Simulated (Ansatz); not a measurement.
Counterpoise correction, worked out

The pair of CH₂O (SMILES C=O, atoms 1–4) and AsH₃ (SMILES [AsH3], atoms 5–8), both closed shells, in one local arrangement (a lower one may exist), relaxed at PBE0-D4/def2-TZVP:

C1  (0.150, -0.067, -2.030)
O2  (0.939, 0.428, -1.277)
H3  (-0.777, -0.551, -1.667)
H4  (0.311, -0.065, -3.126)
As5  (-0.515, -0.153, 1.557)
H6  (0.901, -0.636, 1.815)
H7  (-0.118, 1.306, 1.698)
H8  (-0.891, -0.262, 3.030)
(Å)

Program: Ansatz 0.2.0. Basis: def2-TZVPPD. Cores are frozen in the correlated methods. Filled d shells of the heavier atoms are correlated. The def2 sets are not built for correlating such inner shells, so the correlated values are less sure here.

MP2 total energies in eV:

| system | geometry | basis functions | energy |
| --- | --- | --- | --- |
| pair | pair | all | -63961.38823 |
| CH₂O | as in the pair | all (partner as ghosts) | -3110.62334 |
| AsH₃ | as in the pair | all (partner as ghosts) | -60850.68527 |
| CH₂O | as in the pair | its own | -3110.61776 |
| AsH₃ | as in the pair | its own | -60850.66427 |
| CH₂O | free (PBE0-D4 minimum) | its own | -3110.61568 |
| AsH₃ | free (PBE0-D4 minimum) | its own | -60850.66290 |

Q: Work out the interaction energy with and without the counterpoise correction, the superposition error, and the binding energy from the relaxed fragments.

A: Without correction: -63961.38823 − (-3110.61776) − (-60850.66427) = -0.10620 eV.
With correction (each fragment in the whole basis): -63961.38823 − (-3110.62334) − (-60850.68527) = -0.07962 eV = -1.84 kcal/mol.
The superposition error is the difference, 0.02658 eV, 25 % of the uncorrected value: each fragment borrows its partner's functions.
Deformation from the free shapes: -0.00208 eV for CH₂O and -0.00137 eV for AsH₃ (a small negative value is possible, since the free shapes are minima of another method).
Binding energy from relaxed fragments: -0.07962 + (-0.00208) + (-0.00137) = -0.08307 eV = -1.92 kcal/mol (electronic, without zero-point energy; negative means bound). For comparison, the corrected interaction energy by CCSD(T) at an estimated basis limit (MP2 extrapolated from triple and quadruple zeta, plus CCSD(T) − MP2 in triple zeta) is -0.087 eV.

T1 diagnostic: at most 0.016.

For scale, one of the runs: CCSD(T)/def2-TZVPPD, 216 basis functions, launched by `ansatz run in.yaml --threads 4 --pin off --events-out ev --progress --plain --max-ram 9574MiB`. Time: 40 s of wall clock on 4 CPU threads of an Intel Xeon Platinum 8488C; the host was shared. Peak host memory: 3.2 GiB.
